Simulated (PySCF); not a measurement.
Se⁺ (selenium, charge +1): UHF calculation

Configuration: [Ar] 3d10 4s2 4p3, high-spin 4S determinant. All numbers are calculated (PySCF 2.14, no relativity, point nucleus, in def2-SVP (5s4p3d, 32 functions)).

* Total energy: -2399.214942 hartree
* One-electron energy: -3330.1453 hartree
* Hartree (Coulomb) energy: 1016.2328 hartree
* Exchange energy: -85.3025 hartree
* Kinetic energy: 2399.25212 hartree
* ⟨S²⟩: 3.7507
* ⟨L²⟩: 0.000
* Sum of ⟨r⟩: 22.51 bohr
* Sum of ⟨r²⟩: 31.81 bohr²
* Density at the nucleus (Gaussians lack the cusp): 25500 bohr⁻³
* Spin density at the nucleus: 0.264 bohr⁻³
* Langevin diamagnetic susceptibility: -25.2 ×10⁻⁶ cm³/mol
* Time after the integrals: 0.05 s of wall time on 1 thread of Intel(R) Xeon(R) 6975P-C (shared host)

```csv
shell,electrons,mean orbital energy (hartree),"rms radius, mean of both spins (bohr)"
1s α,1,-461.21203,0.0521
1s β,1,-461.19996,0.0521
2s α,1,-61.03570,0.216
2s β,1,-61.03035,0.216
2p α,3,-54.65404,0.191
2p β,3,-54.64191,0.191
3s α,1,-9.32438,0.624
3s β,1,-9.30194,0.624
3p α,3,-7.05960,0.641
3p β,3,-7.02913,0.641
3d α,5,-3.03980,0.693
3d β,5,-3.02434,0.693
4s α,1,-1.32362,1.94
4s β,1,-1.01592,1.94
4p α,3,-0.78863,2.31
```
